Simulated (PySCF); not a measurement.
Compound: C₄H₇Al.
Bonds: C1–C2, C2–C3 (triple), C3–Al4, Al4–C5. Hydrogens: H6, H7, H8 on C1; H9 on Al4; H10, H11, H12 on C5.

Computed by this run: PBE0-D3(BJ)/def2-SVP geometry optimisation, gas phase in PySCF 2.14.0; density fitting, grid level 1; the optimiser is geomeTRIC in internal coordinates, started from a GFN2-xTB structure with every atom displaced at random (about 0.01 Å).

At the end of the run (lengths in Å): Al4–C5 1.953, Al4–H9 1.589, C1–H8 1.102, C3–Al4 1.909, C1–H6 1.101, C1–C2 1.451, C5–H12 1.104, C3–Al4–C5 119.6°, C2–C3–Al4 179.2°, C1–C2–C3 179.9°.

**Question.** These geometries were met on the way; a selection of coordinates is given. Order them by energy above the end point, lowest first.
A. Al4–C5 2.014, Al4–H9 1.540, C1–H8 1.065, C3–Al4 1.886, C1–H6 1.081, C1–C2 1.468, C5–H12 1.115, C3–Al4–C5 128.1°, C2–C3–Al4 177.4°, C1–C2–C3 179.4°
B. Al4–C5 1.990, Al4–H9 1.564, C1–H8 1.090, C3–Al4 1.895, C1–H6 1.094, C1–C2 1.458, C5–H12 1.108, C3–Al4–C5 121.8°, C2–C3–Al4 178.3°, C1–C2–C3 179.9°
C. Al4–C5 1.953, Al4–H9 1.589, C1–H8 1.099, C3–Al4 1.905, C1–H6 1.101, C1–C2 1.453, C5–H12 1.105, C3–Al4–C5 119.2°, C2–C3–Al4 178.5°, C1–C2–C3 179.7°

**Answer.** C (0.004 eV), B (0.034 eV), A (0.145 eV).

```tsv
step	E above end (eV)	rms distance from the end, all atoms (Å)	largest force (eV/Å)	rms shift of all bonds from the end (Å)
2	0.004	0.013	0.219	0.001
1	0.034	0.053	0.872	0.015
0	0.145	0.159	2.148	0.029
```

Rows stand in the order of the answer.
